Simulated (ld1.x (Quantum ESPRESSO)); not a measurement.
**Before and after: PAW potential for S (Z = 16)**

sulfur, PAW, made with ld1.x (Quantum ESPRESSO) 7.5 (PBEsol, scalar-relativistic). Core [Ne], reference 3s2 3p4. Waves: 3s (bound): rcut 1.25, rcutus 1.65 bohr; 3s channel at -0.2 Ry: rcut 1.25, rcutus 1.65 bohr; 3p (bound): rcut 1.30, rcutus 1.80 bohr; 3p channel at 0.9 Ry: rcut 1.30, rcutus 1.80 bohr. Local part: all-electron potential smoothed inside 1.50 bohr (lloc = -1). Core correction: Bessel-smoothed model core inside 1.50 bohr. Augmentation charge: PSQ, inside the norm-conserving radii.

Change: waves 3s (bound): rcut 1.25, rcutus 2.56 bohr; 3s channel at -0.2 Ry: rcut 1.25, rcutus 2.56 bohr.

Cutoffs: the cutoffs (Ry, on a coarse ladder) from which the occupation-weighted sum of valence levels, in a spherical-Bessel basis at the reference potential, stays within 10 and 1 mRy of its value at 400 Ry; they do not see the model core or the augmentation charge, which bear on the density cutoff. Errors are all-electron minus pseudo energies relative to the spin-unpolarised reference configuration.

What does the change do?

The potential gets neither clearly harder nor softer (18 Ry and 25 Ry → 18 Ry and 25 Ry); of the 7 tests that both files solve, the error grows in 0 and shrinks in 4 by more than 15 % and 0.3 meV (median size 1.5 → 1.3 meV); neither file shows a bound ghost. That the errors move this way runs against the usual rule that smaller radii transfer better.

```tsv
quantity	base	changed
cutoff, loose	18 Ry	18 Ry
cutoff, tight	25 Ry	25 Ry
bound ghosts	none	none
error for 3s2 3p3, meV [ΔE 11.73 eV]	-1.5	-0.9
error for 3s2 3p2, meV [ΔE 33.97 eV]	-8.8	-3.1
error for 3s2 3p1, meV [ΔE 67.97 eV]	-34	-8.7
error for 3s2 3p4.3, meV [ΔE -1.70 eV]	+0.1	+0.2
error for 3s2 3p3.5, meV [ΔE 4.64 eV]	-0.4	-0.4
error for 3s1 3p4, meV [ΔE 22.58 eV]	-2.5	-1.3
error for 3s0 3p6, meV [ΔE 20.68 eV]	-1.4	-1.3
lowest overlap eigenvalue by channel	s 0.41, p 0.80	s 0.05, p 0.80
```
